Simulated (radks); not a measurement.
All-electron atom: As I in [Ar] 3d10 4s2 4p3 (the NIST ground configuration).

Method: non-relativistic Kohn-Sham, PBE, spin-polarised, spherical densities, point nucleus; open shells are filled with parallel spins first; hard spherical wall at 5 bohr; computed with a radial shooting solver on a logarithmic mesh with Libxc functionals.

Energy parts (hartree):
| part | energy |
|---|---|
| total | -2235.45112 |
| kinetic | 2234.60499 |
| electron-nucleus | -5351.33113 |
| Hartree | 964.08698 |
| exchange-correlation | -82.81196 |

Orbitals (lengths in bohr, moments of r in powers of bohr; <r^-3> diverges for s and p1/2):
orbital,occ.,eigenvalue (hartree),<r^2>,<r^4>,<r>,<r^-3>
1s up,1,-423.9711,0.002881,0.00002110,0.04638,-
1s down,1,-423.9665,0.002881,0.00002110,0.04638,-
2s up,1,-53.07519,0.05031,0.004363,0.2067,-
2s down,1,-53.07323,0.05031,0.004363,0.2067,-
2p up,3,-47.45193,0.03910,0.003058,0.1788,1041
2p down,3,-47.44786,0.03910,0.003058,0.1788,1040
3s up,1,-6.66205,0.4278,0.2939,0.6093,-
3s down,1,-6.65605,0.4274,0.2929,0.6091,-
3p up,3,-4.76414,0.4549,0.3573,0.6222,142.7
3p down,3,-4.75724,0.4540,0.3546,0.6217,142.8
3d up,5,-1.43933,0.5839,0.8125,0.6786,16.88
3d down,5,-1.42876,0.5729,0.7665,0.6738,16.99
4s up,1,-0.48228,4.333,28.40,1.955,-
4s down,1,-0.39005,4.303,28.41,1.944,-
4p up,3,-0.14765,5.802,48.39,2.275,8.949
4p down,0,-0.05227,5.899,50.38,2.290,9.098
4d up,0,0.30002,8.700,96.20,2.831,0.8522
4d down,0,0.38513,8.980,101.7,2.881,0.7686
5s up,0,0.41047,10.30,138.3,3.027,-
5s down,0,0.46883,10.40,140.2,3.042,-
5p up,0,0.64079,10.10,140.4,2.959,10.35
5p down,0,0.70047,10.04,139.9,2.945,10.72

The highest occupied level is 4p up at -4.018 eV. Spin moment in Bohr magnetons: 3. The pressure on the wall is 10.4 GPa. Summed over all electrons, <r^2> = 35.75 bohr^2, which gives a Langevin (diamagnetic) susceptibility term of -28.3 x 10^-6 cm^3/mol.
